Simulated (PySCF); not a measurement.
Compound: C₅H₉F₃OSi.
Atom-mapped SMILES: `[CH3:1][CH2:2][O:3][C@@H:4]1[SiH2:5][C@@:6]1([F:7])[CH:8]([F:9])[F:10]`

Structure used (GFN2-xTB), in Å, numbered top down from 1:
```
atom  x, y, z in Å
C1     3.0921    0.3258   -0.1304
C2     1.6260    0.4709   -0.4990
O3     0.8656    0.4496    0.7015
C4    -0.5021    0.5808    0.5112
Si5   -1.5982   -0.1547    1.8768
C6    -1.2698   -0.6969    0.0761
F7    -0.4678   -1.7926   -0.1694
C8    -2.2797   -0.5707   -1.0336
F9    -3.3787   -1.3375   -0.7946
F10   -2.7461    0.6982   -1.1249
H11    3.7021    0.3285   -1.0293
H12    3.3961    1.1456    0.5146
H13    3.2418   -0.6091    0.4024
H14    1.4465    1.4218   -1.0255
H15    1.3181   -0.3509   -1.1587
H16   -0.7782    1.4753   -0.0516
H17   -0.9000   -0.9571    2.8546
H18   -2.8971    0.4489    2.0891
H19   -1.8803   -0.8667   -2.0167
```

Definitions: NICS(0) = −σiso at the ring centroid; NICS(1) = −σiso and NICS(1)zz = −σzz at ±1 Å along the ring normal z. Level: GIAO PBE0/pcSseg-1 (PySCF, non-relativistic, gas phase) on the GFN2-xTB geometry, one conformer.

Ring bond lengths (Å), with Mayer bond orders in brackets: C4–Si5 1.899 (0.90), Si5–C6 1.909 (0.84), C6–C4 1.553 (0.81).

**Question.** What do the NICS probes read (ppm)?

**Answer.** 
```csv
ring,type,NICS(0),"NICS(1), two faces","NICS(1)zz, two faces",rms pucker (Å),"centre to ring atoms, mean (Å)"
C4–Si5–C6,3-membered ring with Si; formal bonds all single,-19.4,-4.3 / -9.7,-6.8 / -18.9,0.00,1.03
```

**Question.** What can be read from them?

**Answer.** 
- C4–Si5–C6: mean NICS(1)zz -12.8 ppm, shielded. C4, Si5, C6 have four or more neighbours; no verdict on aromaticity is drawn. The two faces differ by 12.1 ppm, so no symmetry operation interchanges them. NICS(0) lies 12 ppm below the mean NICS(1).

**Question.** What is the mean of the two in-plane components of NICS at the first NICS(1) probe listed for ring C4–Si5–C6, 1 Å off the ring?

**Answer.** The isotropic value is a third of the trace: (3 × -4.3 − (-6.8))/2 = -3.0 ppm.

**Question.** How shielded are the nuclei of the rings and their hydrogens (means over atoms taken as equivalent)?

**Answer.** 
```
atoms                 environment  σ isotropic (ppm)
   C4  sp3 carbon bound to oxygen              123.8
  Si5                SiH2 silicon              483.0
   C6              sp3 C–F carbon               96.7
  H16            methine hydrogen              27.71
  H17               Si–H hydrogen              28.31
  H18               Si–H hydrogen              28.61
```
